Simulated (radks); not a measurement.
Results of a calculation; reference values are marked as such.
Question: The table gives one normalised radial function P(r) = r R(r) of Li2+ in 1s1 (r in bohr). Code: a radial shooting solver on a logarithmic mesh with Libxc functionals. Model: non-relativistic Kohn-Sham, PBE, spin-polarised, spherical densities, point nucleus; open shells are filled with parallel spins first.

r,P
0.03083,0.2936
0.03858,0.3588
0.04865,0.4389
0.06086,0.5291
0.07676,0.6358
0.09603,0.7501
0.1201,0.8721
0.1515,0.9999
0.1895,1.1144
0.239,1.2096
0.2991,1.2620
0.3771,1.2576
0.4718,1.1837
0.5903,1.0390
0.7444,0.8288
0.9314,0.5980
1.175,0.3710
1.469,0.1974
1.853,0.0822

Which n and l does it have? It may be an empty orbital.

Answer: n = 1, l = 0: the number of nodes gives n - l - 1 = 0, the rise at small r (about r^(l+1)) gives l, and the extent must fit the shell. The curve is that of 1s up; the table hardly tells the two spins apart. 1s up: eigenvalue -103.68 eV, 0 radial nodes, <r> = 0.505 bohr, 90 % of the charge inside 0.900 bohr.
